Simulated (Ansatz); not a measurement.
Species: BHSeCl, charge 0, doublet. BHSeCl (SMILES [SeH][B]Cl, doublet).
B3LYP-D3(BJ)/def2-TZVP minimum from Ansatz (an electronic-structure program):
```
B
Cl 1 1.7280
Se 1 1.9176 2 124.91
H 3 1.4725 1 94.84 2 180.00
```
Charge 0, spin multiplicity 2.

Total energies in def2-SVP, 17 correlated electrons, 20 frozen orbitals. Radicals and triplets start from unrestricted determinants; spin-orbit coupling is neglected. Correlated methods leave the cores frozen (noble-gas shells, and filled d and f shells in the p block). No relativity.

```
method    program  energy (Eh)  minus CCSDT(Q) (mEh)
--------  -------  -----------  --------------------
HF         Ansatz  -2884.15249                360.41
MP2        Ansatz  -2884.46661                 46.29
CCSD       Ansatz  -2884.49996                 12.94
CCSD(T)    Ansatz  -2884.51103                  1.87
CCSDT(Q)   Ansatz  -2884.51290                  0.00
```

Rough core times of Ansatz's runs on a shared machine: CCSD(T) under 20 s, CCSDT(Q) 3 min.
